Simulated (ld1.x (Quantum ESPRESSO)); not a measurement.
## Configuration tests for aluminium (Al) (TM)

- Element: aluminium (Al)
- Generator: ld1.x (Quantum ESPRESSO) 7.5
- Type: norm-conserving Troullier–Martins (Kleinman–Bylander form)
- Functional: PBE
- Relativity: scalar-relativistic
- Frozen core: [Ne]
- Valence charge: 3
- Reference configuration: 3s1 3p2
- Partial waves: 3s (bound): rc 2.30 bohr; 3p (bound): rc 2.80 bohr; 3d channel at 0.1 Ry: rc 2.15 bohr
- Local potential: all-electron potential smoothed inside 1.75 bohr (lloc = -1)
- Core correction: Bessel-smoothed model core inside 1.65 bohr

Energies are relative to the spin-unpolarised reference configuration 3s1 3p2; without spin polarisation the order of configurations can differ from experiment. The frozen-core shift is the all-electron ΔE with the core orbitals held at their reference shape minus the fully relaxed ΔE.

| valence configuration | charge | ΔE all-electron (eV) | error AE − PS (meV) | frozen-core shift (meV) |
| --- | --- | --- | --- | --- |
| 3s2 3p1 | 0 | -5.139 | -0.8 | +1.3 |
| 3s2 3p0 | +1 | 0.622 | -5.7 | +0.5 |
| 3s1 3p0 | +2 | 19.847 | +21 | +11 |
| 3s0 3p3 | 0 | 5.311 | -1.7 | +1.5 |
| 3s1 3p1 | +1 | 6.432 | +2.6 | +0.9 |
| 3s2 3p1.3 | -0.3 | -5.714 | +0.4 | +1.4 |

Task: What are ΔE and the potential's error for 3s2 3p0.5?

Result: ΔE = -3.054 eV all-electron; the error (AE − PS) is -3.5 meV.
